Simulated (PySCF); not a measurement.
In(H)(F)(OEt) (C2H6FInO), SMILES C(C)[O][InH][F].

Geometry: B3LYP-D3(BJ)/def2-SVP. The structure was generated by enumeration; whether it is a known compound was not checked. The def2 effective core potentials stand for the cores of In; spin–orbit coupling is left out. One conformer was computed; it need not be the lowest.

The numbers are results of PBE/def2-TZVP in PySCF, not measurements.

Gas-phase values at a fixed geometry.

Computed frontier levels, gap, dipole moment and polarisability:
```yaml
highest_occupied_level: -6.25 eV
lowest_empty_level: -2.37 eV
orbital_gap: 3.89 eV
dipole_moment: 1.65 D
quadrupole, principal values (traceless, Buckingham form, about the centre of nuclear charge): -12.10, 5.16, 6.94 D·Å
mean_static_polarisability: 66.8 bohr³ (9.90 Å³)
polarisability_principal_values: 52.2, 59.5, 88.7 bohr³
```
